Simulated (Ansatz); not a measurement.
A run for Ansatz (a program for electronic structure): R-HF/def2-TZVPP on H2OTe (SMILES O[TeH]), atoms moved off the minimum. Elements past Kr take the def2 small-core potentials; no spin–orbit coupling.

Ansatz 0.2 input:
```yaml
crystal:
  periodic: [false, false, false]
  atoms:
    - {symbol: Te, position_ang: [-0.09319369, -0.10876731, 0.15589796]}
    - {symbol: H, position_ang: [-1.36849316, -0.40350987, -0.89167003]}
    - {symbol: O, position_ang: [1.08644496, 0.19599407, -1.11287370]}
    - {symbol: H, position_ang: [1.29601077, 1.07975058, -1.31674234]}
basis:
  gaussian:
    orbitals: def2-TZVPP
hamiltonian:
  xc: {name: HF}
scf: {lower_state_search: off}
output: {forces: true}
```

The log:

```
WARN ansatz: RAYON_NUM_THREADS=1 ignored (pool sized by the plan → 1); use --threads N
Functional definition: HF
these checks for a lower state are left out or cut short: stability, starts, cluster_reference, orbital_swaps, neighbouring_geometries, increment
integrals: 0.03 GiB planned
805 factors; their error is unknown
mean field: 0.19 GiB planned
mean field evaluation 1: about -9331.4018 eV, gradient 3.2e1 eV
mean field evaluation 2: about -9332.4818 eV, gradient 2.1e1 eV
mean field evaluation 4: about -9333.1614 eV, gradient 8.4e-1 eV
mean field evaluation 8: about -9334.1117 eV, gradient 2.8e0 eV
mean field evaluation 16: about -9334.1176 eV, gradient 1.8e-6 eV
mean field -9334.11758255 eV, -343.0224942664 hartree, gradient 1.8e-6 eV, S^2 0.000000; 0 other end points of the search recorded, 0 dependent functions left out
the calculation of the forces begins
reference -9334.11758255 eV, -343.0224942664 hartree; 17, 17 occupied and 92, 92 virtual orbitals, 805 factors
Total energy: -9334.11758255 eV, -343.0224942664 hartree
Atom 0 at    -0.093194    -0.108767     0.155898 Å, force    -4.738447    -1.277243     4.318897 eV/Å
Atom 1 at    -1.368493    -0.403510    -0.891670 Å, force     0.206448     0.104260     0.341087 eV/Å
Atom 2 at     1.086445     0.195994    -1.112874 Å, force     4.514637     0.767667    -4.479638 eV/Å
Atom 3 at     1.296011     1.079751    -1.316742 Å, force     0.017362     0.405316    -0.180346 eV/Å
Dipole moment:    -0.011180     0.289611    -0.000065 e Å
Checks for a lower state left out: stability, starts, cluster_reference, orbital_swaps, neighbouring_geometries, increment
```

Self-consistency was reached.

Cost: roughly 0.9 core-seconds.
